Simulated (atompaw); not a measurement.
Before and after: PAW (atompaw) potential for selenium (Se)

Se (Z = 34), PAW, made with atompaw 4.2.0.5 (PBE, scalar-relativistic). Core [Ar] 3d10, reference 4s2 4p3.75 (charge +0.25). Waves: 4s (bound): rc 1.50 bohr; 4s channel at 3.6 Ry: rc 1.50 bohr; 4p (bound): rc 1.50 bohr; 4p channel at 2.15 Ry: rc 1.50 bohr. Local part: bessel scheme, radius 1.45 bohr. Core correction: smooth core density matched at 1.15 bohr. Augmentation charge: besselshape compensation charge, radius 1.45 bohr; PAW radius 1.50 bohr; waves and projectors: custom rrkj vanderbiltortho.

All-electron outer shells of the reference configuration (PBE, scalar-relativistic, ld1.x):

```
shell  level (eV)  outermost node (bohr)  outermost maximum (bohr)
   3d      -55.56                      –                      0.45
   4s      -19.54                   0.70                      1.51
   4p       -8.61                   0.74                      1.80
```

Change: local potential bessel scheme, radius 0.86 bohr.

Cutoffs: the cutoffs (Ry, on a coarse ladder) from which the occupation-weighted sum of valence levels, in a spherical-Bessel basis at the reference potential, stays within 10 and 1 mRy of its value at 400 Ry; they do not see the model core or the augmentation charge, which bear on the density cutoff.

**Question.** What does the change do?

**Answer.** The potential gets neither clearly harder nor softer (18 Ry and 35 Ry → 18 Ry and 35 Ry); a bound ghost appears in d, which as a rule spoils a file. A state that the projectors do not describe sees the local part alone, so a deeper or shallower local part can create or remove a ghost.

| quantity | base | changed |
| --- | --- | --- |
| cutoff, loose | 18 Ry | 18 Ry |
| cutoff, tight | 35 Ry | 35 Ry |
| loose cutoff by channel (10 mRy a level) | s 15 Ry, p 8 Ry | s 12 Ry, p 8 Ry |
| bound ghosts | none | d |
| s: phases at 1.50 bohr within 0.05 rad from the reference energy up to (Ry; the scan ends near 5) | to the end of the scan | 4.9 |
| p: phases at 1.50 bohr within 0.05 rad from the reference energy up to (Ry; the scan ends near 5) | to the end of the scan | to the end of the scan |
| lowest overlap eigenvalue by channel | s 0.47, p 0.62 | s 0.45, p 0.59 |

 A true bound ghost makes a file unfit for plane-wave use even where its test errors are small: the radial tests pick states by their node count and pass the ghost by. The cutoffs see the waves, projectors and local potential, not the compensation charge or the core.
